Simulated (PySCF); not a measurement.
C4H12Ge, SMILES CC(C)[CH2][GeH3]. Heavy atoms are numbered as in [GeH3:1][CH2:2][CH:3]([CH3:4])[CH3:5]. Hydrogens are named by the atom that carries them.

The structure is a stationary point at B3LYP-D3(BJ)/def2-SVP. The isomer is the one that the SMILES or the coordinates give; other isomers of the formula were not compared. One conformer was computed; it need not be the lowest.

These are PySCF with r2SCAN/def2-TZVP values and carry that method's errors.

Atomic charges (e), one atom of each kind:

```csv
atom,meta-Löwdin,Löwdin
Ge1 (GeH3),0.31,0.36
C2 (CH2),-0.39,(withheld)
C3 (CH),-0.04,-0.34
C4 (CH3),-0.34,(withheld)
H on Ge1,-0.06,-0.06
H on C2,0.11,(withheld)
H on C3,0.10,(withheld)
H on C4,0.11,0.12
```

Fill in the missing entries. (Estimate from the structure and the level; the computed values follow.)


- C2 (CH2), Löwdin: -0.42
- C4 (CH3), Löwdin: -0.29
- H on C2, Löwdin: 0.14
- H on C3, Löwdin: 0.15
